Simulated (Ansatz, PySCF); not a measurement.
C2H6ClFSi, SMILES C([Si@H](Cl)F)C. Atoms are numbered in the order given.

```xyz
11

C     -2.2287    -0.5040     0.1793
C     -1.2501    -0.4376    -0.9908
Si     0.3960     0.3100    -0.5676
F      0.1739     1.8255    -0.0317
Cl     1.2704    -0.7521     0.9683
H     -1.8180    -1.1023     1.0066
H     -3.1842    -0.9585    -0.1223
H     -2.4455     0.5000     0.5744
H     -1.6670     0.1557    -1.8245
H     -1.0551    -1.4432    -1.4036
H      1.3515     0.3705    -1.7007
```

Geometry optimised at PBE0-D3(BJ)/def2-SVP. The structure was generated by enumeration; whether it is a known compound was not checked. One conformer was computed; it need not be the lowest.

Two levels are set side by side: PBE-D3(BJ)/def2-SVP (Ansatz, an electronic-structure program) and PBE0-D3(BJ)/def2-SVP (Ansatz). Each level has its own optimised geometry; the coordinates shown are those of the second. Frequencies come from the Hessian of PySCF at each geometry. Differences are taken from unrounded values.

```
quantity                            PBE0-D3(BJ)  PBE-D3(BJ)  PBE-D3(BJ) minus PBE0-D3(BJ)
----------------------------------  -----------  ----------  ----------------------------
mean bond length (Å)                      1.406       1.417                         0.011
bond C1–C2 (Å)                            1.527       1.535                         0.008
bond C2–Si3 (Å)                           1.857       1.870                         0.013
bond Si3–F4 (Å)                           1.623       1.638                         0.016
bond Si3–Cl5 (Å)                          2.062       2.077                         0.015
bond C1–H6 (Å)                            1.101       1.109                         0.008
bond C1–H7 (Å)                            1.100       1.108                         0.008
bond C1–H8 (Å)                            1.101       1.109                         0.008
bond C2–H9 (Å)                            1.105       1.113                         0.008
bond C2–H10 (Å)                           1.104       1.113                         0.008
bond Si3–H11 (Å)                          1.483       1.496                         0.013
highest harmonic wavenumber (cm⁻¹)         3158        3068                           -90
mean harmonic wavenumber (cm⁻¹)            1291        1250                           -41
zero-point energy (kcal/mol)              49.84       48.25                         -1.58
```

Exact exchange shortens and stiffens bonds; PBE has none. Differences between two approximate levels are no errors against the true value.
